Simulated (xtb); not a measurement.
C2H6Mg, triplet, from a rough starting geometry (GFN-xTB shapes and energies of metal compounds can be far from the true ones) (a higher spin typed on purpose: for a closed-shell molecule this is an excited state); xtb 6.7.1 with GFN2-xTB.

Here is a job for xtb.
```
$ xtb mol.xyz --gfn 2 --uhf 2 --opt vtight --json

# file mol.xyz
9

Mg    -0.01379231     0.03836767     0.02490757
C      1.65462508     0.21870819    -1.30972027
H      2.38068912    -0.59027349    -1.25155976
H      2.16509761     1.20052524    -1.20709423
H      1.27999176     0.30914697    -2.35699197
C     -1.69162604    -0.26967020     1.34898112
H     -2.19707889    -1.20010793     1.10319205
H     -2.36485101     0.55938455     1.30512332
H     -1.34954352    -0.30453224     2.35174006
```

Problem. Predict the main parts of the log of this xtb run.

Solution. 
```
   ID    Z sym.   atoms
    1   12 Mg     1
    2    6 C      2, 6
    3    1 H      3-5, 7-9

           -------------------------------------------------
          |                Calculation Setup                |
           -------------------------------------------------

           -------------------------------------------------
          |                 G F N 2 - x T B                 |
           -------------------------------------------------

          ...................................................
          :                      SETUP                      :
          :.................................................:
          :  # basis functions                  24          :
          :  # atomic orbitals                  23          :
          :  # shells                           13          :
          :  # electrons                        16          :
          :  max. iterations                   250          :
          :  Hamiltonian                  GFN2-xTB          :
          :  restarted?                      false          :
          :  GBSA solvation                  false          :
          :  PC potential                    false          :
          :  electronic temp.          300.0000000     K    :
          :  accuracy                    1.0000000          :
          :  -> integral cutoff          0.2500000E+02      :
          :  -> integral neglect         0.1000000E-07      :
          :  -> SCF convergence          0.1000000E-05 Eh   :
          :  -> wf. convergence          0.1000000E-03 e    :
          :  Broyden damping             0.4000000          :
          :  net charge                          0          :
          :  unpaired electrons                  2          :
          ...................................................

 iter      E             dE          RMSdq      gap      omega  full diag
   1     -6.6531569 -0.665316E+01  0.231E+01    1.83       0.0  T
   2     -7.5369099 -0.883753E+00  0.209E+01    4.79       1.0  T
   3     -7.6168954 -0.799855E-01  0.989E+00    5.69       1.0  T
   4     -7.7409888 -0.124093E+00  0.661E+00    5.84       1.0  T
   5     -7.7984566 -0.574679E-01  0.310E+00    6.10       1.0  T
   6     -7.8089130 -0.104564E-01  0.161E+00    5.99       1.0  T
   7     -7.8092802 -0.367176E-03  0.303E-01    5.86       1.0  T
   8     -7.8096362 -0.356014E-03  0.146E-01    5.83       1.0  T
   9     -7.8098466 -0.210396E-03  0.337E-02    5.85       1.0  T
[...]
         :: total energy              -7.700202741451 Eh    ::
 * total energy  :    -7.7002027 Eh     change       -0.3301173E-09 Eh
 * total energy  :    -7.7066423 Eh     change       -0.6439574E-02 Eh
 * total energy  :    -7.7079105 Eh     change       -0.1268175E-02 Eh
 * total energy  :    -7.7083218 Eh     change       -0.4113213E-03 Eh
 * total energy  :    -7.7084886 Eh     change       -0.1668209E-03 Eh
 * total energy  :    -7.7085317 Eh     change       -0.4310180E-04 Eh
 * total energy  :    -7.7085385 Eh     change       -0.6754186E-05 Eh
 * total energy  :    -7.7085393 Eh     change       -0.8398770E-06 Eh
 * total energy  :    -7.7085394 Eh     change       -0.6616825E-07 Eh
   *** GEOMETRY OPTIMIZATION CONVERGED AFTER 9 ITERATIONS ***
         :: total energy              -7.708539395542 Eh    ::
[...]
     3   1 H        0.925     0.031     2.579     2.511
     4   1 H        0.925     0.031     2.579     2.511
     5   1 H        0.925     0.030     2.581     2.513
     6   6 C        3.521    -0.202    26.074     7.526
     7   1 H        0.925     0.030     2.581     2.512
     8   1 H        0.925     0.030     2.581     2.512
     9   1 H        0.925     0.031     2.578     2.511

 Mol. C6AA /au·bohr⁶  :        908.774950
 Mol. C8AA /au·bohr⁸  :      35367.033384
 Mol. α(0) /au        :         57.245040

Wiberg/Mayer (AO) data.
largest (>0.10) Wiberg bond orders for each atom

 ---------------------------------------------------------------------------
     #   Z sym  total        # sym  WBO       # sym  WBO       # sym  WBO
 ---------------------------------------------------------------------------
     1  12 Mg   1.223 --     6 C    0.509     2 C    0.508
     2   6 C    3.585 --     4 H    0.961     3 H    0.961     5 H    0.961
                             1 Mg   0.508     6 C    0.186
     3   1 H    0.998 --     2 C    0.961
     4   1 H    0.998 --     2 C    0.961
     5   1 H    0.998 --     2 C    0.961
     6   6 C    3.586 --     9 H    0.961     8 H    0.961     7 H    0.961
                             1 Mg   0.509     2 C    0.186
     7   1 H    0.998 --     6 C    0.961
     8   1 H    0.998 --     6 C    0.961
     9   1 H    0.998 --     6 C    0.961
 ---------------------------------------------------------------------------

Topologies differ in total number of bonds
Writing topology from bond orders to xtbtopo.mol

molecular dipole:
                 x           y           z       tot (Debye)
 q only:        0.006       0.000       0.007
   full:       -0.002      -0.001      -0.003       0.008
molecular quadrupole (traceless):
                xx          xy          yy          xz          yz          zz
 q only:       -1.396      -0.500       1.713       2.592       0.406      -0.317
  q+dip:       -0.256      -0.092       0.314       0.475       0.074      -0.058
   full:       -0.842      -0.301       1.035       1.565       0.245      -0.192

optimized geometry written to: xtbopt.xyz

           -------------------------------------------------
          | TOTAL ENERGY               -7.708539395542 Eh   |
          | GRADIENT NORM               0.000103064552 Eh/α |
          | HOMO-LUMO GAP               5.943606129446 eV   |
           -------------------------------------------------

normal termination of xtb
```
